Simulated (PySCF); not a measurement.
## From PBE to CCSD(T): MSr along the third period

PBE and CCSD(T) in PySCF with def2-SVPD on every atom (core potentials on Sr), for the lowest determinant that a PBE0 search found; no spin–orbit coupling.

```tsv
molecule	state (unpaired electrons)	PBE Re (Å)	PBE ωe (cm⁻¹)	PBE De (eV)	CCSD(T) Re (Å)	CCSD(T) ωe (cm⁻¹)	CCSD(T) De (eV)
NaSr	doublet (σ ↑)	3.868	91.8	0.30	?	?	?
SrMg	singlet (closed shell)	4.003	80.3	0.18	4.344	41.8	0.09
SrS	singlet (closed shell)	2.475	384	3.85	2.537	350	2.87
SrCl	doublet (σ ↑)	2.617	294	4.37	2.654	295	4.09
```

Estimate the CCSD(T) values of NaSr by adding the mean shift from PBE to CCSD(T) of the other rows, and compare with the calculation.

The mean shifts are +14.7 pm, -24 cm⁻¹ and -0.45 eV, which give 4.015 Å, 68.0 cm⁻¹ and -0.15 eV. CCSD(T)/def2-SVPD gives Re = 3.957 Å, ωe = 73.3 cm⁻¹, De = 0.17 eV.

What are the mean differences of PBE from CCSD(T) over the whole series?

Re -13.2 pm, ωe +22 cm⁻¹, De +0.37 eV.

In a basis of this size CCSD(T) is itself not converged; it tends to give bonds that are too long and too weak.

Correlated steps freeze the inner cores (1 to 5 orbitals); shallow outer-core shells are correlated. Closed-shell solutions of metal pairs were not tested for spin polarisation, which can lower them a little. UHF and ROHF references stand side by side, which adds small steps between rows. Weak bonds: NaSr, SrMg. Basis-set superposition, not corrected here, can be much of De in a small basis, most of all at correlated wavefunction levels. Functionals without a dispersion term scatter widely for such bonds, and LDA overbinds them. Spin–orbit coupling is left out. Where the molecule has an RHF reference, its open-shell atoms are computed with UHF. The CCSD T1 diagnostic is raised in SrS, a sign that a single reference may not be enough there. States were picked by a PBE0 search and need not be the measured ground states.
